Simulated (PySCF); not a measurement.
Isomers of C5H7FO2Si, mass 146.020 u with the commonest isotopes. Method used: wB97X-D/def2-SVPD in PySCF (dipole) on a GFN2-xTB geometry, gas phase. One conformer each, none proved a minimum here; rigid rotors.

Question: Order these by rotational constant A, smallest first.
A. `[CH3:1][C@@:2]1([F:3])[CH:4]=[CH:5][O:6][SiH2:7][C:8]1=[O:9]` with C1–C2–C4–C5 175°, C4–C5–O6–Si7 -17°, C5–O6–Si7–C8 -4°, O6–Si7–C8–O9 -126°
B. `[CH3:1][O:2][C:3]1=[CH:4][Si@@H:5]([OH:6])[CH:7]=[C:8]1[F:9]` with C1–O2–C3–C4 1°, C4–Si5–O6–H 53°
C. `[O:1]=[C:2]=[C:3]([CH:4]=[O:5])[C@H:6]([SiH3:7])[CH2:8][F:9]` with C2–C3–C4–O5 -179°, C2–C3–C6–Si7 89°, C3–C6–C8–F9 65°
D. `[O:1]=[C:2]([OH:3])[C@@H:4]1[CH:5]=[C:6]([F:7])[CH2:8][SiH2:9]1` with O1–C2–O3–H 2°, O1–C2–C4–C5 -145°
E. `[F:1][CH2:2][C:3]#[C:4][SiH:5]1[O:6][CH2:7][CH2:8][O:9]1` with C4–Si5–O6–C7 -126°, Si5–O6–C7–C8 15°, O6–C7–C8–O9 -17°, C7–C8–O9–Si5 12°

Answer: C (1429 MHz), A (2042 MHz), B (2172 MHz), D (2293 MHz), E (4230 MHz).

Question: Order these by dipole moment, smallest first.
A. `[F:1][CH2:2][C:3]#[C:4][SiH:5]1[O:6][CH2:7][CH2:8][O:9]1` with C4–Si5–O6–C7 -126°, Si5–O6–C7–C8 15°, O6–C7–C8–O9 -17°, C7–C8–O9–Si5 12°
B. `[CH3:1][C@@:2]1([F:3])[CH:4]=[CH:5][O:6][SiH2:7][C:8]1=[O:9]` with C1–C2–C4–C5 175°, C4–C5–O6–Si7 -17°, C5–O6–Si7–C8 -4°, O6–Si7–C8–O9 -126°
C. `[O:1]=[C:2]=[C:3]([CH:4]=[O:5])[C@H:6]([SiH3:7])[CH2:8][F:9]` with C2–C3–C4–O5 -179°, C2–C3–C6–Si7 89°, C3–C6–C8–F9 65°
D. `[CH3:1][O:2][C:3]1=[CH:4][Si@@H:5]([OH:6])[CH:7]=[C:8]1[F:9]` with C1–O2–C3–C4 1°, C4–Si5–O6–H 53°
E. `[O:1]=[C:2]([OH:3])[C@@H:4]1[CH:5]=[C:6]([F:7])[CH2:8][SiH2:9]1` with O1–C2–O3–H 2°, O1–C2–C4–C5 -145°

Answer: C (1.08 D), B (1.41 D), E (1.75 D), D (2.32 D), A (2.50 D).

Question: Order these by radius of gyration √(Σ m r²/M), smallest first.
A. `[CH3:1][O:2][C:3]1=[CH:4][Si@@H:5]([OH:6])[CH:7]=[C:8]1[F:9]` with C1–O2–C3–C4 1°, C4–Si5–O6–H 53°
B. `[CH3:1][C@@:2]1([F:3])[CH:4]=[CH:5][O:6][SiH2:7][C:8]1=[O:9]` with C1–C2–C4–C5 175°, C4–C5–O6–Si7 -17°, C5–O6–Si7–C8 -4°, O6–Si7–C8–O9 -126°
C. `[F:1][CH2:2][C:3]#[C:4][SiH:5]1[O:6][CH2:7][CH2:8][O:9]1` with C4–Si5–O6–C7 -126°, Si5–O6–C7–C8 15°, O6–C7–C8–O9 -17°, C7–C8–O9–Si5 12°
D. `[O:1]=[C:2]([OH:3])[C@@H:4]1[CH:5]=[C:6]([F:7])[CH2:8][SiH2:9]1` with O1–C2–O3–H 2°, O1–C2–C4–C5 -145°

Answer: B (1.900 Å), D (2.135 Å), A (2.216 Å), C (2.664 Å).

| SMILES | point group | Ia (u·Å²) | Ib (u·Å²) | Ic (u·Å²) | κ | μa (D) | μb (D) | μc (D) |
| --- | --- | --- | --- | --- | --- | --- | --- | --- |
| O=C(O)[C@@H]1C=C(F)C[SiH2]1 | C1 | 220.41 | 496.59 | 614.20 | -0.73 | 0.93 | 1.14 | 0.94 |
| O=C=C(C=O)[C@H]([SiH3])CF | C1 | 353.67 | 399.91 | 592.61 | 0.43 | 0.86 | 0.07 | 0.66 |
| COC1=C[Si@@H](O)C=C1F | C1 | 232.66 | 504.01 | 697.97 | -0.62 | 0.61 | 2.07 | 0.84 |
| C[C@@]1(F)C=CO[SiH2]C1=O | C1 | 247.46 | 359.73 | 447.59 | -0.40 | 0.35 | 1.34 | 0.27 |
| FCC#C[SiH]1OCCO1 | C1 | 119.47 | 965.43 | 987.51 | -0.99 | 1.37 | 0.74 | 1.95 |
